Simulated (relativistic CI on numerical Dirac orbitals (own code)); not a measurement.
How well does a small relativistic CI reproduce Pd2+?

Calculated at this level of theory: Dirac-Coulomb-Breit CI, separate exchange-only KLI orbitals for each configuration, QED by a radiative potential, valence Slater integrals scaled by 0.85, P86 correlation energy added to each configuration (own radial code, finite nucleus).

Configurations in the expansion (outside the closed core [Kr]): 4d⁸, 4d⁷5s, 4d⁷5p, 4d⁷4f, 4d⁶5s², 4d⁷5d, 4d⁷6s, 4d⁷6p, 4d⁶5s5p, 4d⁶4f², 4d⁷7s, 4d⁷6d, 4d⁷7p, 4d⁷5f, 4d⁷5g, 4d⁷7d, 4d⁷6f, 4d⁶5p², 4d⁶5s6s, 4d⁶4f5s. Levels of other configurations are missing.

```csv
Configuration,Term (tabulated),J,Measured (cm⁻¹),Computed,Error,Purity (%)
4d⁸,a 3F,4,0.0,0,0,99
4d⁸,a 3F,3,3229.7,3027,-202,99
4d⁸,a 3F,2,4687.3,4529,-159,91
4d⁸,a 3P,1,13470.3,14427,957,99
4d⁸,a 3P,0,13699.1,14673,974,97
4d⁸,a 1G,4,17880.4,18332,452,99
4d⁷5s,a 5F,5,52915.9,56207,3291,98
4d⁷5s,a 5F,4,55088.8,58296,3207,97
4d⁷5s,a 5F,3,56741.5,59881,3139,98
4d⁷5s,a 5F,2,57845.0,60949,3104,98
4d⁷5s,a 5F,1,58527.3,61614,3086,97
4d⁷5s,b 3F,4,62560.9,66211,3650,93
4d⁷5s,b 3F,3,65255.4,68920,3665,92
4d⁷5s,a 5P,3,65708.0,70206,4498,95
4d⁷5s,a 5P,2,65788.3,70339,4550,57
4d⁷5s,b 3F,2,67079.4,70703,3623,66
4d⁷5s,a 5P,1,67151.4,71719,4567,91
4d⁷5s,a 3G,5,69985.8,73177,3191,87
4d⁷5s,a 3G,4,71047.2,74236,3189,78
4d⁷5s,b 3P,2,72745.0,77158,4413,64
4d⁷5s,a 3G,3,72786.1,75855,3069,97
4d⁷5s,b 3P,0,74281.2,78977,4696,99
4d⁷5s,a 3H,6,74673.3,77916,3242,100
4d⁷5s,c 3P,2,75455.0,80193,4738,87
4d⁷5s,a 3H,5,75967.6,79170,3203,86
4d⁷5s,c 3P,1,76055.8,80601,4545,80
4d⁷5s,a 3D,3,76231.4,79844,3612,95
4d⁷5s,a 3D,2,78169.8,81952,3782,59
4d⁷5s,a 1H,5,80805.1,84164,3359,90
4d⁷5s,a 1P,1,82620.3,86916,4296,56
4d⁷5s,b 1D,2,83204.3,87052,3847,70
4d⁷5s,c 3F,2,85420.7,90329,4909,97
4d⁷5s,c 3F,3,85830.4,90727,4896,95
4d⁷5s,c 3F,4,86795.2,91607,4812,98
4d⁷5s,a 1F,3,90684.3,95665,4981,95
4d⁷5s,b 3D,2,103549.6,108341,4791,96
4d⁷5s,b 3D,3,104419.1,109292,4873,97
4d⁷5p,z 5F°,5,105145.4,106565,1419,78
4d⁷5p,z 5D°,4,108115.7,105917,-2198,56
4d⁷5p,z 5F°,2,108641.7,109913,1271,65
4d⁷5p,z 5G°,6,109015.4,110249,1234,97
4d⁷5p,z 5F°,1,109780.1,111011,1231,78
4d⁷5p,z 5D°,2,110941.0,112243,1302,59
4d⁷5p,z 5G°,3,111631.2,112918,1287,58
4d⁷5p,z 5D°,1,111709.4,112979,1269,81
4d⁷5p,z 5G°,2,111802.9,113193,1390,68
4d⁷5p,z 5D°,0,111847.2,113155,1308,95
4d⁷5p,z 5S°,2,112328.6,114793,2464,91
4d⁷5p,z 3F°,4,112449.3,113945,1496,73
4d⁷5p,z 3G°,4,114886.6,116322,1435,75
4d⁷5p,z 3F°,2,115738.0,117243,1505,63
4d⁷5p,z 3G°,3,116518.9,118000,1481,64
4d⁷5p,z 3D°,2,116790.3,118516,1726,57
4d⁷5p,z 3D°,1,117566.6,119388,1822,82
4d⁷5p,y 5D°,0,121652.6,123895,2242,73
```

Measured levels from Moore, Atomic Energy Levels, vol. III, NSRDS-NBS 35 (1971 reprint of NBS Circular 467, 1958); pairs were made by configuration, J and term (by order where the table uses no LS term), so strongly mixed levels may be paired wrongly. The analysis dates from before 1960.

Mean error by configuration (cm⁻¹): 4d⁸ 404; 4d⁷5s 3962; 4d⁷5p 1316. Over the excited levels the mean absolute error is 2845 cm⁻¹ (54 of the 69 excited levels that our extract of the source holds in range could be paired, and the others can miss by more), and the median relative error of those above 1,000 cm⁻¹ is 4.6 %. Some levels of the ground configuration have no partner.
